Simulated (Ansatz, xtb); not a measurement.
# Two isomers of C5H5ClN2

We compare I, `Cc1cncnc1Cl`, a singlet, with II, `Cc1cc(Cl)ncn1`, a singlet. Both are isolated molecules in the gas phase, relaxed with B3LYP/def2-SVP.

Quicker runs give these differences E(II) − E(I): GFN2-xTB −4.26 kJ/mol; HF/STO-3G −3.70 kJ/mol (at GFN2-xTB geometries); r2SCAN-D4/def2-SVP −3.38 kJ/mol (at GFN2-xTB geometries).

Task: Estimate E(II) − E(I) at the level CCSD(T)/def2-SVP + ΔMP2/def2-TZVPP.

Result: CCSD(T)/def2-SVP + ΔMP2/def2-TZVPP gives E(II) − E(I) = −4.22 kJ/mol, favouring structure II, but this leans on the basis-set step: CCSD(T) alone gives −3.07 kJ/mol.

The same difference at several levels:

| level | geometry | E(II) − E(I) (kJ/mol) | departure from the last row (kJ/mol) | job, with rough time for the two |
| --- | --- | --- | --- | --- |
| GFN2-xTB | GFN2-xTB | −4.26 | −0.04 | optimisation, 0.46 s |
| HF/STO-3G | GFN2-xTB | −3.70 | +0.51 | single point, 2.2 s |
| r2SCAN-D4/def2-SVP | GFN2-xTB | −3.38 | +0.84 | single point, 13 s |
| B3LYP/def2-SVP | B3LYP/def2-SVP | −5.24 | −1.03 | optimisation, 2.1 min |
| HF/def2-SVP | B3LYP/def2-SVP | −10.12 | −5.90 | part of the CCSD(T) run |
| MP2/def2-SVP | B3LYP/def2-SVP | −0.25 | +3.97 | part of the CCSD(T) run |
| CCSD(T)/def2-SVP | B3LYP/def2-SVP | −3.07 | +1.15 | single point |
| CCSD(T)/def2-SVP + ΔMP2/def2-TZVPP | B3LYP/def2-SVP | −4.22 |  | single point, 4 min |

As drawn, both hold the same kinds of bond in the same numbers.

MP2/def2-SVP finds them nearly level. The largest departure from CCSD(T)/def2-SVP + ΔMP2/def2-TZVPP is that of HF/def2-SVP, 5.90 kJ/mol. The last row adds to CCSD(T) the change of the MP2 difference between the two basis sets, here −1.15 kJ/mol.

With thermal terms from frequencies at re-optimised GFN2-xTB minima (ideal gas, soft modes damped towards free rotors, one conformer each, 298.15 K, 1 atm): the zero-point term adds −0.82 kJ/mol; ΔH is −4.63 and ΔG −5.92 kJ/mol.

The correlated steps freeze 12 core orbitals. Run with Ansatz 0.2.0, xtb 6.7.1; the last row on 2 threads of Intel(R) Xeon(R) Processor @ 2.50GHz (Skylake/Cascade Lake) on a shared host.
